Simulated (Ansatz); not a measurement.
The cluster Ge2Te3, relaxed as a singlet with RKS B3LYP-D4/def2-SVP in Ansatz, starting from the GFN2-xTB geometry. Force threshold 0.02 eV/Å.

In the def2 sets Te takes a core potential; there is no spin–orbit coupling. The structure comes from a short search, and lower isomers may exist.

Start:

```xyz
5

Ge    1.0124   -0.5924   -1.1050
Ge   -1.8079    0.2065    0.7127
Te   -1.1393   -2.0243   -0.2318
Te    1.9031    0.5838    1.0867
Te    0.0318    1.8264   -0.4626
```

**Question.** Estimate the energy that the relaxation releases and the steps that it takes.

**Answer.** 26.2 kJ/mol, in 13 steps; 56 s on 4 threads of Arm Neoverse V1 on a shared host. No frequencies were taken in this run, so the end may be a saddle point.

**Question.** Does the start keep its bonding?

**Answer.** By distances, no bond broke or formed. The bond that changes most is Ge1–Te5, from 2.69 to 2.85 Å (atoms count from 1). The end is the same structure that another start reached.

**Question.** Predict the relaxed structure.

**Answer.** 
Cartesian coordinates in Å:
```
Ge 0.953 -0.555 -1.218
Ge -2.174 0.205 0.268
Te -0.999 -2.027 0.126
Te 2.189 0.479 0.922
Te 0.031 1.899 -0.098
```
Bond lengths: 5 × Ge–Te 2.53 to 2.85 Å; 1 × Te–Te 2.78 Å.
